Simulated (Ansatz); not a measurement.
Stepwise reaction of `[F][Hf]([F])([F])[F]` with hydrogen chloride, as a gas-phase model of exchange steps in deposition or etching. ΔE in kJ/mol; ΔG adds harmonic PBE0-D4 terms to CCSD(T)/CBS, at 1 bar.

Program: Ansatz. Geometries: PBE0-D4/def2-TZVP. ΔE: electronic, gas phase. CBS: MP2 limit from def2 TZ/QZ plus the TZ coupled-cluster correction, frozen cores. This one scheme is used for every species. Functionals use def2-TZVPP. B3LYP here is the variant with VWN-RPA as its local correlation; programs differ in this. def2 core potentials past Kr. For Hf outer-core shells are correlated without core-valence functions, which leaves a few kJ/mol of doubt a bond.

| step | reaction | PBE-D4 | B3LYP-D4 | ωB97M-V | CCSD(T)/CBS | ΔG(600 K) |
| --- | --- | --- | --- | --- | --- | --- |
| 1 | `[F][Hf]([F])([F])[F]` + HCl → `[F][Hf]([F])([F])[Cl]` + H–F | 21.4 | 22.6 | 20.7 | 13.8 | 13.2 |
| 2 | `[F][Hf]([F])([F])[Cl]` + HCl → `[F][Hf]([F])([Cl])[Cl]` + H–F | 22.0 | 22.8 | 21.9 | 13.8 | 18.1 |
| 3 | `[F][Hf]([F])([Cl])[Cl]` + HCl → `[F][Hf]([Cl])([Cl])[Cl]` + H–F | 22.3 | 22.9 | 22.8 | 13.4 | 21.8 |
| 4 | `[F][Hf]([Cl])([Cl])[Cl]` + HCl → `[Cl][Hf]([Cl])([Cl])[Cl]` + H–F | 22.3 | 22.7 | 23.3 | 12.6 | 25.9 |

(1) By hand: ΔE of the 4 steps together at CCSD(T)/CBS.

Answers

(1) (13.8) + (13.8) + (13.4) + (12.6) = 53.6 kJ/mol, or 13.4 kJ/mol a step.

In ΔE the steps differ by no more than 1.2 kJ/mol. All are uphill at CCSD(T)/CBS. ΔG lies between 13.2 and 25.9 kJ/mol a step. PBE-D4 differs from CCSD(T)/CBS by 7.6 to 9.7 kJ/mol a step. Isolated molecules leave out the surface, adducts and barriers. Largest T1 diagnostic: 0.016.
